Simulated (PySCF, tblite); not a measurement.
Species: CH₁₀F₃PSi₄.
SMILES with atom numbers: `[F:1][C:2]([F:3])([F:4])[SiH2:5][Si@H:6]([SiH3:7])[SiH2:8][PH2:9]` (hydrogens: H10, H11 on Si5; H12 on Si6; H13, H14, H15 on Si7; H16, H17 on Si8; H18, H19 on P9)

Jobs on this species (19 atoms, 114 electrons) with PySCF (density fitting) and tblite. Hardware of each: AMD EPYC, one thread, on a shared host. Times come from a shared host and carry two figures at best.

| level and settings | work | basis functions | SCF cycles | wall time |
| --- | --- | --- | --- | --- |
| GFN2-xTB | Hessian by finite differences | – | – | ? |
| GFN2-xTB | L-BFGS relaxation | – | – | 2.9 s |
| PBE0/pcSseg-1 | shieldings, charges and field gradients, density and orbital grids written | 238 | 13 | 1.9 min |

Task: Fill in the missing figures.

Result: 
- GFN2-xTB; Hessian by finite differences: 3.3 s

Task: What do all jobs in the table cost together?

Result: About 2.0 min; the longest takes about 95 % of that, and about 39 times as long as the shortest.
